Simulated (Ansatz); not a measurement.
Basis sets compared for Ge4⁺. The state is a doublet with charge 1. Geometry r2SCAN-D4/def2-SVP. Ansatz on 4 threads of Arm Neoverse V1 on a shared host; times are rough, and most runs start from earlier orbitals.

```
atom   x (Å)   y (Å)   z (Å)
 Ge1   0.373   0.976  -0.965
 Ge2   1.132  -1.322  -0.899
 Ge3  -1.132   1.321   0.898
 Ge4  -0.373  -0.976   0.966
```

The structure comes from a short search, and lower isomers may exist.

```tsv
level	functions	energy (Eh)	HOMO (eV)	LUMO (eV)	wall time
PBE-D4/def2-SVP	128	-8305.5056	-10.43	-9.71	2.9 s
PBE0-D4/def2-SVP	128	-8305.6913	-11.43	-9.10	6 s
```

**Question.** Estimate the rows for PBE-D4/def2-TZVP (with forces), PBE0-D4/def2-TZVP.

**Answer.** 
```csv
level,functions,energy (Eh),HOMO (eV),LUMO (eV),wall time
PBE-D4/def2-TZVP (with forces),192,-8306.5524,-10.35,-9.64,5.5 s
PBE0-D4/def2-TZVP,192,-8306.7374,-11.35,-9.01,12 s
```
